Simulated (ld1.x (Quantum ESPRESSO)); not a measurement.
# Reading a pseudo-wave (O (Z = 8))

Columns: radius, all-electron u(r) and pseudo u(r) of the 2p shell (level -9.04 eV) of oxygen in the configuration [He] 2s2 2p4; PBE, non-relativistic, PAW scheme, ld1.x (Quantum ESPRESSO) 7.5.

```json
{"r (bohr)": "0.100", "all-electron": "0.1031", "pseudo": "0.0167"}
{"r (bohr)": "0.200", "all-electron": "0.2902", "pseudo": "0.0653"}
{"r (bohr)": "0.300", "all-electron": "0.4712", "pseudo": "0.1407"}
{"r (bohr)": "0.400", "all-electron": "0.6171", "pseudo": "0.2357"}
{"r (bohr)": "0.500", "all-electron": "0.7236", "pseudo": "0.3412"}
{"r (bohr)": "0.600", "all-electron": "0.7935", "pseudo": "0.4476"}
{"r (bohr)": "0.700", "all-electron": "0.8321", "pseudo": "0.5458"}
{"r (bohr)": "0.800", "all-electron": "0.8458", "pseudo": "0.6282"}
{"r (bohr)": "0.900", "all-electron": "0.8409", "pseudo": "0.6896"}
{"r (bohr)": "1.000", "all-electron": "0.8226", "pseudo": "0.7277"}
{"r (bohr)": "1.100", "all-electron": "0.7951", "pseudo": "0.7426"}
{"r (bohr)": "1.200", "all-electron": "0.7615", "pseudo": "0.7371"}
{"r (bohr)": "1.300", "all-electron": "0.7244", "pseudo": "0.7156"}
{"r (bohr)": "1.400", "all-electron": "0.6853", "pseudo": "0.6834"}
{"r (bohr)": "1.500", "all-electron": "0.6457", "pseudo": "0.6456"}
{"r (bohr)": "1.600", "all-electron": "0.6062", "pseudo": "0.6063"}
{"r (bohr)": "1.700", "all-electron": "0.5677", "pseudo": "0.5677"}
{"r (bohr)": "1.800", "all-electron": "0.5304", "pseudo": "0.5304"}
{"r (bohr)": "1.900", "all-electron": "0.4947", "pseudo": "0.4947"}
{"r (bohr)": "2.000", "all-electron": "0.4608", "pseudo": "0.4608"}
{"r (bohr)": "2.100", "all-electron": "0.4286", "pseudo": "0.4286"}
{"r (bohr)": "2.200", "all-electron": "0.3984", "pseudo": "0.3984"}
{"r (bohr)": "2.300", "all-electron": "0.3700", "pseudo": "0.3700"}
{"r (bohr)": "2.400", "all-electron": "0.3434", "pseudo": "0.3434"}
{"r (bohr)": "2.500", "all-electron": "0.3185", "pseudo": "0.3185"}
{"r (bohr)": "2.600", "all-electron": "0.2953", "pseudo": "0.2953"}
```

Task: How many radial nodes do the two functions have?

Result: The all-electron 2p function has n − l − 1 = 0; the pseudo-wave has 0.

Task: At about which radius was the pseudo-wave matched?

Result: 1.70 bohr. The columns agree to 0.0005 from 1.50 bohr on; several derivatives are matched, so the curves merge somewhat inside the radius.

Task: Is the pseudo-wave norm-conserving?

Result: No, it belongs to a PAW set: the norm inside the radius is not constrained, and the difference is carried by the augmentation charge.
